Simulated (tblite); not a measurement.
Species: CH14OSi5.
Atom-mapped SMILES: `[SiH3:1][CH2:2][Si@H:3]([O:4][SiH3:5])[SiH2:6][SiH3:7]` (hydrogens: H8, H9, H10 on Si1; H11, H12 on C2; H13 on Si3; H14, H15, H16 on Si5; H17, H18 on Si6; H19, H20, H21 on Si7)

Computed geometry: GFN2-xTB, gas phase.

Q: List the bond lengths, angles and torsions at this level.

A: 
```tsv
bond	length (Å)	order
Si1–C2	1.893	single
C2–Si3	1.905	single
Si3–O4	1.637	single
O4–Si5	1.613	single
Si3–Si6	2.308	single
Si6–Si7	2.321	single
Si1–H8, Si1–H9, Si1–H10	1.466	single
C2–H11	1.091	single
C2–H12	1.092	single
Si3–H13	1.471	single
Si5–H14, Si5–H15, Si5–H16	1.462	single
Si6–H17	1.476	single
Si6–H18	1.477	single
Si7–H19, Si7–H20, Si7–H21	1.469	single
```

Bonds in one row agree within 0.01 Å and their mean is given. Orders are formal, as drawn. A selection of angles:
```tsv
angle	degrees
C2–Si1–H8	109.4
H8–Si1–H9	109.2
Si1–C2–Si3	115.2
Si1–C2–H11	109.0
Si1–C2–H12	108.7
Si3–C2–H11	109.1
Si3–C2–H12	108.6
H11–C2–H12	105.7
C2–Si3–O4	107.7
C2–Si3–Si6	111.1
C2–Si3–H13	108.8
O4–Si3–Si6	106.7
O4–Si3–H13	100.7
Si6–Si3–H13	120.6
Si3–O4–Si5	156.2
O4–Si5–H14	107.1
O4–Si5–H15	108.6
O4–Si5–H16	104.8
H14–Si5–H15	110.8
H14–Si5–H16	112.8
Si3–Si6–Si7	114.4
Si3–Si6–H17	109.1
Si3–Si6–H18	111.2
Si7–Si6–H17	109.6
Si7–Si6–H18	109.3
H17–Si6–H18	102.6
Si6–Si7–H19	115.5
Si6–Si7–H20	111.8
H19–Si7–H20	105.3
```

Torsions: Si1–C2–Si3–O4 -179° (antiperiplanar); C2–Si3–O4–Si5 -56° (synclinal); C2–Si3–Si6–Si7 46° (synclinal).

Si1 (SiH3 silicon) is tetrahedral (angles from 108.9° to 110.1°). Si7 (SiH3 silicon) is distorted tetrahedral (angles from 105.3° to 115.5°). Si6 (SiH2 silicon) is distorted tetrahedral (angles from 102.6° to 114.4°). The 2 O–Si bonds span 1.613 Å (O4–Si5, drawn single) to 1.637 Å (Si3–O4, drawn single), a spread of 0.024 Å. Si3 (oxygen-bound silicon) is distorted tetrahedral (angles from 100.7° to 120.6°). Si5 (oxygen-bound silicon) is distorted tetrahedral (angles from 104.8° to 112.8°). O4 (siloxane oxygen) is bent (angle 156.2°).

Point group: C1 (no symmetry element, even within 0.4 Å). GFN2-xTB frequencies show an imaginary mode (22i cm⁻¹), so the point is no minimum at that level.
